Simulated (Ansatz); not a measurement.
Input and output for `[AlH2][B]1[SiH2][Se]1`.

```yaml
crystal:
  periodic: [false, false, false]
  atoms:
    - {symbol: Al, position_ang: [-0.917853, 1.963989, -0.496631]}
    - {symbol: B, position_ang: [0.012415, 0.038688, -0.434139]}
    - {symbol: Si, position_ang: [0.750477, -1.543514, 0.758561]}
    - {symbol: Se, position_ang: [1.101401, -1.084419, -1.373436]}
    - {symbol: H, position_ang: [-2.545330, 1.780789, -1.026690]}
    - {symbol: H, position_ang: [-0.206203, 3.235794, -0.046250]}
    - {symbol: H, position_ang: [1.852793, -1.621594, 1.647358]}
    - {symbol: H, position_ang: [-0.146936, -2.577936, 0.969082]}
basis:
  gaussian: {orbitals: def2-SVPD}
hamiltonian: {xc: {name: wPBEh}, pseudopotentials: {relativity: scalar}}
scf: {lower_state_search: light}
```

```sh
$ ansatz run in.yaml --threads 2 --pin off --events-out ev --progress --plain --max-ram 4352MiB
```

It prints (some lines left out):

```
Functional definition: wPBEh
1379 factors; their error is unknown
157 factors; integrals over basis functions are off by at most 1.4e-6 eV
mean field evaluation 1: about -81156.7289 eV, gradient 2.7e1 eV
mean field evaluation 2: about -81153.5369 eV, gradient 3.9e1 eV
mean field evaluation 4: about -81159.1891 eV, gradient 1.9e0 eV
mean field evaluation 8: about -81159.5014 eV, gradient 6.5e-2 eV
mean field -81159.50144325 eV, -2982.5566661534 hartree, gradient 4.3e-5 eV, S^2 0.000000; 0 other end points of the search recorded, 0 dependent functions left out
reference -81159.50151057 eV, -2982.5566686275 hartree; 35, 35 occupied and 106, 106 virtual orbitals, 1379 factors
Total energy: -81159.50151057 eV, -2982.5566686275 hartree
Relativity: scalar
```

It took 3.2 s on 2 threads of an Arm Neoverse V2 on a shared host, with 0.44 GiB of host memory at the peak.
